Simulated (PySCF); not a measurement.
# Two-component Hartree-Fock for Cd¹³⁺ (cadmium, charge +13)

Start: [Ar] 3d10 4s2 4p5; 4p1/2 filled at m_j = -1/2, +1/2; 4p3/2 filled at m_j = -1/2, +1/2, +3/2. Calculated with PySCF 2.14 in an even-tempered Gaussian basis (18 s from 0.58 bohr⁻², ratio 2.8; 14 p from 0.75 bohr⁻², ratio 2.8; 9 d from 1.3 bohr⁻², ratio 2.8; 4 f from 5.6 bohr⁻², ratio 3): generalised Hartree-Fock with the X2C-1e Hamiltonian and a Gaussian nucleus; spin-orbit coupling (SO) screened by Boettger's factors.

```csv
spinor shell,electrons,"ε, screened SO (eV)",weight of nominal j (screened SO),"rms radius, screened SO (bohr)"
1s1/2,2,-27146.1,1.000,0.0348
2s1/2,2,-4374.3,1.000,0.142
2p1/2,2,-4083.4,1.000,0.123
2p3/2,4,-3888.4,1.000,0.128
3s1/2,2,-1087.4,1.000,0.380
3p1/2,2,-969.60,1.000,0.374
3p3/2,4,-932.60,1.000,0.385
3d3/2,4,-726.20,0.998,0.358
3d5/2,6,-718.72,0.999,0.361
4s1/2,2,-383.39,1.000,0.862
4p1/2,2,-339.22,0.978,0.890
4p3/2,3,-331.43,0.985,0.909
```

| quantity | screened SO |
| --- | --- |
| E (hartree) | -5534.75514 |
| M_J | 3/2 |
| ⟨J²⟩ | 3.753 |
| ⟨L²⟩ | 2.014 |
| ⟨S²⟩ | 0.762 |

Each row is a mean over spinors that exchange with the open shell spreads, by up to 6.728 eV (4s1/2).

Breit and QED terms are absent; they matter most for the inner s and p1/2 levels.

Densities and radii are taken from the X2C orbitals without a picture-change correction, which distorts them close to the nucleus.
